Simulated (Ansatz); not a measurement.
# What each rung costs, and what it gives

Saddle point of ZnNH4Cl, singlet (ZnNH₂Cl ([NH2][Zn][Cl]) + H₂ → ZnHCl ([Cl][ZnH]) + NH₃ (still joined by a long Zn–N bond); bonds formed: Zn1–H5, N2–H4; bonds broken: H4–H5; bonds weakened to dative contacts: Zn1–N2), PBE0-D4/def2-TZVP structure:

Zn1  (-0.798, 0.182, -0.584)
N2  (0.897, -0.410, 0.204)
Cl3  (-2.286, 0.336, -2.078)
H4  (0.111, 0.400, 1.032)
H5  (-0.726, 0.934, 1.167)
H6  (1.771, -0.052, -0.168)
H7  (1.031, -1.390, 0.427)
(Å)

Barriers are electronic and count from the start structure reached by relaxing down the imaginary mode.

Ansatz 0.2.0; basis: as named in each row; cores frozen in the correlated methods. The 3s and 3p shells of Cu and Zn are frozen; filled d shells are correlated. B3LYP uses VWN-RPA correlation. Extrapolation: Hartree–Fock as exp(−7.88 √X), correlation as X^−2.97.

Times are rough, for one single point on 4 threads of a shared host (Intel Xeon Platinum 8488C).

The estimate by CCSD(T) at an estimated basis limit (MP2 extrapolated from triple and quadruple zeta, plus CCSD(T) − MP2 in triple zeta) is 110.8 kJ/mol.

```
      method       basis  time (s)  barrier (kJ/mol)  method less estimate
          HF      STO-3G   under 1             322.7                 211.9
       SPW92    def2-SVP   under 1              33.7                 -77.1
      PBE-D4    def2-SVP   under 1              60.4                 -50.4
    B3LYP-D4       6-31G   under 1              93.2                 -17.6
     PBE0-D4    def2-SVP   under 1              66.2                 -44.6
       SPW92  def2-TZVPP   under 1              59.5                 -51.4
      PBE-D4  def2-TZVPP   under 1              86.6                 -24.2
     BLYP-D4  def2-TZVPP   under 1             100.6                 -10.2
     CCSD(T)    def2-SVP         1              84.0                 -26.8
    B3LYP-D4  def2-TZVPP         1             102.2                  -8.6
     PBE0-D4  def2-TZVPP         1              90.6                 -20.2
    BHLYP-D4  def2-TZVPP         1             107.1                  -3.7
CAM-B3LYP-D4  def2-TZVPP         1             103.0                  -7.8
   r2SCAN-D4  def2-TZVPP         2              92.0                 -18.8
     wB97M-V    def2-SVP         2              74.4                 -36.4
  RPA on PBE  def2-TZVPP         2             110.1                  -0.7
  r2SCAN0-D4  def2-TZVPP         2              94.4                 -16.4
      B2PLYP  def2-TZVPP         2             108.3                  -2.5
    PBE-QIDH  def2-TZVPP         2             100.0                 -10.8
      PBE-D4      STO-3G         3             196.0                  85.1
      B97M-V  def2-TZVPP         3              93.3                 -17.5
     wB97X-V  def2-TZVPP         3             105.8                  -5.0
     wB97M-V  def2-TZVPP         3             104.8                  -6.0
         MP2  def2-QZVPP         8             115.9                   5.0
     CCSD(T)  def2-TZVPP        23             107.7                  -3.1
```

All methods are single points on the PBE0-D4 structures.

The T1 diagnostic stays at or below 0.014.

Labels in which every atom is bracketed show which atoms are joined, not bond orders.
